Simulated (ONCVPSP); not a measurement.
# caesium: excitation energies, all-electron against ONCV

ONCVPSP 4.0.1 input, shortened (lines: element, Z, core and valence counts, functional; n l f; lmax; l rc ep ncon nbas qcut; lloc lpopt rc5 dvloc0; l nproj debl; icmod fcfact rcfact), BLYP, scalar-relativistic:

```
  Cs 55.00    9    3  -106131      upf
    1    0    2.00
    2    0    2.00
    2    1    6.00
    3    0    2.00
    3    1    6.00
    3    2   10.00
    4    0    2.00
    4    1    6.00
    4    2   10.00
    5    0    2.00
    5    1    6.00
    6    0    1.00
    2
    0    3.15    0.00    3    6    2.90
    1    2.85    0.00    5    8    5.00
    2    2.40    0.24    5   10    3.90
    4    5    2.30   -1.00
    0    2    2.10
    1    2    2.40
    2    2    0.80
    1    0.60    0.00
```

Energies are relative to the spin-unpolarised reference configuration 5s2 5p6 6s1; without spin polarisation the order of configurations can differ from experiment.

```json
{"valence configuration": "5s2 5p6 6s0.5", "charge": "+0.5", "ΔE all-electron (eV)": "1.462", "error AE − PS (meV)": "-0.1"}
{"valence configuration": "5s2 5p6 6s0 6p1", "charge": "0", "ΔE all-electron (eV)": "1.461", "error AE − PS (meV)": "-0.1"}
{"valence configuration": "5s1 5p6 6s1", "charge": "+1", "ΔE all-electron (eV)": "31.473", "error AE − PS (meV)": "-343"}
```

Question: What are ΔE and the potential's error for 5s2 5p6 6s0?

Answer: ΔE = 3.883 eV all-electron; the error (AE − PS) is -0.9 meV.

Note: no bound ghost flagged; GHOST(+) flagged for s at 39.0 eV.
